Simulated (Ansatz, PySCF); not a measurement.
Dissociation curve of GeH, doublet.

Levels: UMP2/3-21G = unrestricted MP2 (frozen core)/3-21G (PySCF); UKS-B3LYP/6-31G* = unrestricted B3LYP/6-31G*, spherical d run with PySCF; UMP2/6-31G* = unrestricted MP2 (frozen core)/6-31G*, spherical d run with PySCF; FCI = Ansatz (a program for electronic structure) with full CI/cc-pVTZ, cores with 3d frozen.

Energies relative to the lowest point of each curve near equilibrium, in kJ/mol; the last columns give the difference from FCI:

```json
[
 {"R / Å": "1.20", "UMP2/3-21G": "196.9", "UKS-B3LYP/6-31G*": "206.6", "UMP2/6-31G*": "202.7", "FCI": "200.5", "UMP2/3-21G − FCI": "-3.6", "UKS-B3LYP/6-31G* − FCI": "6.1", "UMP2/6-31G* − FCI": "2.2"},
 {"R / Å": "1.28", "UMP2/3-21G": "112.8", "UKS-B3LYP/6-31G*": "117.5", "UMP2/6-31G*": "113.3", "FCI": "112.0", "UMP2/3-21G − FCI": "0.8", "UKS-B3LYP/6-31G* − FCI": "5.5", "UMP2/6-31G* − FCI": "1.2"},
 {"R / Å": "1.37", "UMP2/3-21G": "52.9", "UKS-B3LYP/6-31G*": "54.4", "UMP2/6-31G*": "50.7", "FCI": "50.2", "UMP2/3-21G − FCI": "2.7", "UKS-B3LYP/6-31G* − FCI": "4.2", "UMP2/6-31G* − FCI": "0.4"},
 {"R / Å": "1.43", "UMP2/3-21G": "27.9", "UKS-B3LYP/6-31G*": "28.4", "UMP2/6-31G*": "25.3", "FCI": "25.2", "UMP2/3-21G − FCI": "2.7", "UKS-B3LYP/6-31G* − FCI": "3.2", "UMP2/6-31G* − FCI": "0.1"},
 {"R / Å": "1.51", "UMP2/3-21G": "8.3", "UKS-B3LYP/6-31G*": "8.2", "UMP2/6-31G*": "6.4", "FCI": "6.5", "UMP2/3-21G − FCI": "1.8", "UKS-B3LYP/6-31G* − FCI": "1.7", "UMP2/6-31G* − FCI": "-0.1"},
 {"R / Å": "1.56", "UMP2/3-21G": "2.2", "UKS-B3LYP/6-31G*": "2.1", "UMP2/6-31G*": "1.2", "FCI": "1.3", "UMP2/3-21G − FCI": "0.9", "UKS-B3LYP/6-31G* − FCI": "0.7", "UMP2/6-31G* − FCI": "-0.1"},
 {"R / Å": "1.60", "UMP2/3-21G": "0.1", "UKS-B3LYP/6-31G*": "0.0", "UMP2/6-31G*": "0.0", "FCI": "0.0", "UMP2/3-21G − FCI": "0.1", "UKS-B3LYP/6-31G* − FCI": "0.0", "UMP2/6-31G* − FCI": "0.0"},
 {"R / Å": "1.64", "UMP2/3-21G": "0.0", "UKS-B3LYP/6-31G*": "0.1", "UMP2/6-31G*": "0.9", "FCI": "0.7", "UMP2/3-21G − FCI": "-0.7", "UKS-B3LYP/6-31G* − FCI": "-0.7", "UMP2/6-31G* − FCI": "0.2"},
 {"R / Å": "1.68", "UMP2/3-21G": "1.6", "UKS-B3LYP/6-31G*": "1.9", "UMP2/6-31G*": "3.7", "FCI": "3.2", "UMP2/3-21G − FCI": "-1.6", "UKS-B3LYP/6-31G* − FCI": "-1.3", "UMP2/6-31G* − FCI": "0.5"},
 {"R / Å": "1.77", "UMP2/3-21G": "10.5", "UKS-B3LYP/6-31G*": "11.1", "UMP2/6-31G*": "15.1", "FCI": "13.7", "UMP2/3-21G − FCI": "-3.2", "UKS-B3LYP/6-31G* − FCI": "-2.5", "UMP2/6-31G* − FCI": "1.5"},
 {"R / Å": "1.88", "UMP2/3-21G": "28.3", "UKS-B3LYP/6-31G*": "29.2", "UMP2/6-31G*": "35.9", "FCI": "32.7", "UMP2/3-21G − FCI": "-4.4", "UKS-B3LYP/6-31G* − FCI": "-3.4", "UMP2/6-31G* − FCI": "3.2"},
 {"R / Å": "2.00", "UMP2/3-21G": "54.4", "UKS-B3LYP/6-31G*": "54.1", "UMP2/6-31G*": "63.7", "FCI": "57.8", "UMP2/3-21G − FCI": "-3.3", "UKS-B3LYP/6-31G* − FCI": "-3.7", "UMP2/6-31G* − FCI": "5.9"},
 {"R / Å": "2.16", "UMP2/3-21G": "99.9", "UKS-B3LYP/6-31G*": "91.0", "UMP2/6-31G*": "110.2", "FCI": "93.7", "UMP2/3-21G − FCI": "6.2", "UKS-B3LYP/6-31G* − FCI": "-2.7", "UMP2/6-31G* − FCI": "16.5"},
 {"R / Å": "2.39", "UMP2/3-21G": "150.9", "UKS-B3LYP/6-31G*": "144.8", "UMP2/6-31G*": "162.1", "FCI": "143.6", "UMP2/3-21G − FCI": "7.2", "UKS-B3LYP/6-31G* − FCI": "1.2", "UMP2/6-31G* − FCI": "18.4"},
 {"R / Å": "2.63", "UMP2/3-21G": "180.2", "UKS-B3LYP/6-31G*": "193.7", "UMP2/6-31G*": "189.7", "FCI": "188.0", "UMP2/3-21G − FCI": "-7.9", "UKS-B3LYP/6-31G* − FCI": "5.6", "UMP2/6-31G* − FCI": "1.7"},
 {"R / Å": "2.86", "UMP2/3-21G": "195.3", "UKS-B3LYP/6-31G*": "226.3", "UMP2/6-31G*": "203.2", "FCI": "220.7", "UMP2/3-21G − FCI": "-25.4", "UKS-B3LYP/6-31G* − FCI": "5.6", "UMP2/6-31G* − FCI": "-17.5"},
 {"R / Å": "3.23", "UMP2/3-21G": "206.7", "UKS-B3LYP/6-31G*": "256.7", "UMP2/6-31G*": "212.9", "FCI": "253.4", "UMP2/3-21G − FCI": "-46.7", "UKS-B3LYP/6-31G* − FCI": "3.3", "UMP2/6-31G* − FCI": "-40.5"},
 {"R / Å": "3.58", "UMP2/3-21G": "211.1", "UKS-B3LYP/6-31G*": "271.1", "UMP2/6-31G*": "216.5", "FCI": "267.4", "UMP2/3-21G − FCI": "-56.3", "UKS-B3LYP/6-31G* − FCI": "3.7", "UMP2/6-31G* − FCI": "-50.9"},
 {"R / Å": "3.87", "UMP2/3-21G": "212.8", "UKS-B3LYP/6-31G*": "277.4", "UMP2/6-31G*": "217.8", "FCI": "272.5", "UMP2/3-21G − FCI": "-59.7", "UKS-B3LYP/6-31G* − FCI": "4.9", "UMP2/6-31G* − FCI": "-54.7"},
 {"R / Å": "4.31", "UMP2/3-21G": "213.9", "UKS-B3LYP/6-31G*": "281.8", "UMP2/6-31G*": "218.7", "FCI": "275.7", "UMP2/3-21G − FCI": "-61.7", "UKS-B3LYP/6-31G* − FCI": "6.2", "UMP2/6-31G* − FCI": "-57.0"},
 {"R / Å": "4.76", "UMP2/3-21G": "214.4", "UKS-B3LYP/6-31G*": "283.5", "UMP2/6-31G*": "219.0", "FCI": "276.7", "UMP2/3-21G − FCI": "-62.3", "UKS-B3LYP/6-31G* − FCI": "6.8", "UMP2/6-31G* − FCI": "-57.7"},
 {"R / Å": "5.67", "UMP2/3-21G": "214.7", "UKS-B3LYP/6-31G*": "284.5", "UMP2/6-31G*": "219.3", "FCI": "277.2", "UMP2/3-21G − FCI": "-62.5", "UKS-B3LYP/6-31G* − FCI": "7.3", "UMP2/6-31G* − FCI": "-57.9"},
 {"R / Å": "6.46", "UMP2/3-21G": "214.7", "UKS-B3LYP/6-31G*": "284.6", "UMP2/6-31G*": "219.3", "FCI": "277.2", "UMP2/3-21G − FCI": "-62.5", "UKS-B3LYP/6-31G* − FCI": "7.4", "UMP2/6-31G* − FCI": "-57.9"}
]
```

UMP2/3-21G is furthest from FCI at 6.46 (-62.5 kJ/mol, below); its mean absolute difference over the points is 21.1 kJ/mol.

UKS-B3LYP/6-31G* is furthest from FCI at 6.46 (7.4 kJ/mol, above); its mean absolute difference over the points is 3.8 kJ/mol.

UMP2/6-31G* is furthest from FCI at 6.46 (-57.9 kJ/mol, below); its mean absolute difference over the points is 19.4 kJ/mol.

The unrestricted determinant behind UMP2/3-21G, UMP2/6-31G* is spin-contaminated at 2.16 to 6.46 Å (<S²> up to 1.8, against 0.75 for a pure doublet). The unrestricted determinant behind UKS-B3LYP/6-31G* is spin-contaminated at 2.63 to 6.46 Å (<S²> up to 1.8, against 0.75 for a pure doublet).
